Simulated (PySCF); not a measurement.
NMR problem set

One conformer, gas phase, fast rotation and ring inversion assumed for equivalent nuclei, non-relativistic Hamiltonian. Geometry from GFN2-xTB; NMR shieldings at PBE0/pcSseg-1/GIAO; couplings computed with B3LYP/pcJ-1; PySCF 2.14.0 with density-fitted response routines.

Referencing at the same level of theory: TMS for 1H (σ = 31.72 ppm) and 13C (σ = 186.93 ppm). Multiplet labels drop J under 1 Hz and among equivalent protons, and merge close values. Unscaled 3J(H,H) run several per cent high. Splittings of carbon signals by F and P are missing where no couplings were computed. Where no couplings were computed, multiplicities follow the n + 1 count of equivalent neighbours, and m marks all less simple cases (inequivalent or close neighbours, rings, F or P nearby). One-bond C–F couplings are unscaled and too large by tens of Hz. Acid and N–H amide carbonyl carbons lie up to 10 ppm further downfield in solution (hydrogen bonding). Shifts are as computed. Against solution values, carbons near 30 ppm lie about +3 ppm off and those near 130 ppm about +5 ppm; carbons on Cl a further +6 ppm. Of 1211 compounds with measured shifts, 218 miss one by over three times the rms of a fit or turn the order of signals round; such compounds aren't used in these exercises. Carbons bonded to Cl come out too deshielded. OH and NH positions are gas-phase values without hydrogen bonding to other molecules.

Problem. C4H4ClFO2. 1H NMR (400 MHz, computed): δ 5.10 (m, 1H), 4.06 (s, 3H). 13C{1H} NMR (computed): δ 174.0, 168.5, 86.8, 55.8. Identify the compound.

Solution. `O=C(/C=C(/OC)F)Cl`. The formula gives 2 degrees of unsaturation (no ring in the answer). 4 carbon signals for 4 carbons: no two carbons are equivalent. Carbon types of the structure: 2 × C, 1 × CH, 1 × CH3, which accounts for all hydrogens. δC 174.0: alkene carbon bearing oxygen; an sp2 carbon further deshielded by the attached heteroatom. δC 168.5: carbonyl carbon. δC 86.8: β carbon of an enol-ether or enamine type C=C; the O or N lone pair pushes π density onto this β carbon and shields it. δH 5.10: hydrogen on a β carbon of an enol-ether or enamine type C=C; lone-pair donation from O or N shields it, upfield of ordinary alkene protons.

This is the structure that produced the data.

Problem. C3H3FO2. 1H NMR (500 MHz, computed): δ 8.02 (dd, J = 84.6, 12.7 Hz, 1H), 6.03 (br s, 1H), 5.90 (dd, J = 14.0, 12.7 Hz, 1H). 13C{1H} NMR (computed): δ 178.0 (CH, d, J = 358.2 Hz), 170.3 (C, d, J = 20.0 Hz), 109.6 (CH, d, J = 12.5 Hz). Identify the compound.

Solution. trans-CHF=CHCOOH (O=C(O)/C=C/F). Rings plus π bonds: 2 (no ring in the answer). 3 carbon signals for 3 carbons: no two carbons are equivalent. Carbon types of the structure: 1 × C, 2 × CH, leaving 1 H on heteroatoms. δC 178.0: β carbon of a C=C–C=O unit; conjugation with the carbonyl draws π density from the β position. δC 170.3: carboxylic acid carbon; it is a carbonyl in resonance with an O or N lone pair, the region of acids, esters and amides. δC 109.6: α carbon of a C=C–C=O unit; the olefinic region. δH 5.90: hydrogen on an α carbon of a C=C–C=O unit; attached to an sp2 carbon and in the plane of the double bond. The protons at 5.90 and 8.02 share a coupling of 12.7 Hz (vicinal, trans across C=C).

The shifts were computed for this structure.
